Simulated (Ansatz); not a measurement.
`[SeH][SiH2][TeH]` + `C=CC` → `C=CC[TeH]` + `[SiH3][SeH]`  (formal exchange of groups at a Te–Si bond)

Program: Ansatz. Geometries: PBE0-D4/def2-TZVP. ΔE: electronic, gas phase. CCSD(T)/CBS is the MP2 limit (def2-TZVPP, def2-QZVPP) plus CCSD(T) − MP2 in def2-TZVPP, frozen cores. Functionals use def2-TZVPP. B3LYP here is the variant with VWN-RPA as its local correlation; programs differ in this. HSE06 is defined as in plane-wave codes. Elements past krypton have def2 core potentials. For Se, Te outer-core shells are correlated without core-valence functions, which leaves a few kJ/mol of doubt a bond. Scalar relativity is left out up to krypton. One conformer a species, not always the lowest.

| level | ΔE (kcal/mol) | difference from CCSD(T)/CBS |
| --- | --- | --- |
| LDA (SPW92) | 24.0 | 1.1 |
| PBE-D4 | 23.7 | 0.8 |
| revPBE-D4 | 22.7 | -0.2 |
| BLYP-D4 | 21.5 | -1.4 |
| r2SCAN-D4 | 24.0 | 1.1 |
| B97M-V | 23.4 | 0.5 |
| B3LYP-D4 | 22.7 | -0.2 |
| r2SCANh-D4 | 24.4 | 1.5 |
| r2SCAN0-D4 | 24.9 | 2.0 |
| HSE06-D4 | 24.7 | 1.8 |
| BHLYP-D4 | 24.2 | 1.3 |
| CAM-B3LYP-D4 | 22.9 | 0.0 |
| ωB97X-V | 23.4 | 0.5 |
| ωB97M-V | 23.5 | 0.6 |
| PBE-QIDH | 24.4 | 1.5 |
| revPBE | 23.5 | 0.6 |
| BLYP | 21.6 | -1.3 |
| r2SCAN | 24.0 | 1.1 |
| PBE0 | 24.6 | 1.7 |
| B3LYP | 22.6 | -0.3 |
| r2SCAN0 | 24.9 | 2.0 |
| HSE06 | 24.6 | 1.7 |
| BHLYP | 23.4 | 0.5 |
| CAM-B3LYP | 22.7 | -0.2 |
| LC-ωPBE | 24.6 | 1.7 |
| RPA@PBE/def2-TZVPP | 20.0 | -2.9 |
| HF/def2-SVP | 24.8 | 1.9 |
| MP2/def2-SVP | 23.4 | 0.5 |
| CCSD/def2-SVP | 23.2 | 0.3 |
| CCSD(T)/def2-SVP | 22.8 | -0.1 |
| HF/def2-TZVPP | 23.7 | 0.8 |
| MP2/def2-TZVPP | 22.6 | -0.3 |
| SCS-MP2/def2-TZVPP | 21.6 | -1.3 |
| CCSD/def2-TZVPP | 22.2 | -0.7 |
| CCSD(T)/def2-TZVPP | 21.9 | -1.0 |
| HF/def2-QZVPP | 23.5 | 0.6 |
| MP2/def2-QZVPP | 23.2 | 0.3 |
| SCS-MP2/def2-QZVPP | 22.2 | -0.7 |
| HF/CBS(def2) | 23.5 | 0.6 |
| CCSD/CBS(def2) | 23.3 | 0.4 |
| CCSD(T)/CBS | 22.9 | 0 |

**Question.** What do rigid-rotor, harmonic-oscillator terms from PBE0-D4/def2-TZVP frequencies (298.15 K, 1 bar) make of the CCSD(T)/CBS value? (An estimate is asked.)

**Answer.** The calculation gave: ΔZPE = -1.7 kcal/mol, ΔH = +21.2 kcal/mol, ΔS = 4 J/(mol·K), ΔG = +20.9 kcal/mol.

Largest T1 diagnostic among the species: 0.011.

In def2-TZVPP, CCSD(T) changes the Hartree–Fock value by −1.8 kcal/mol (the triples alone add −0.3 kcal/mol) and MP2 by −1.0 kcal/mol. From r2SCAN to r2SCAN0 (25 % exact exchange), in def2-TZVPP and without D4, ΔE moves by +0.9 kcal/mol. Leaving LDA and LC-ωPBE aside and taking each functional with its dispersion term where it has one, the values spread over 3.3 kcal/mol, from BLYP-D4 to r2SCAN0-D4.
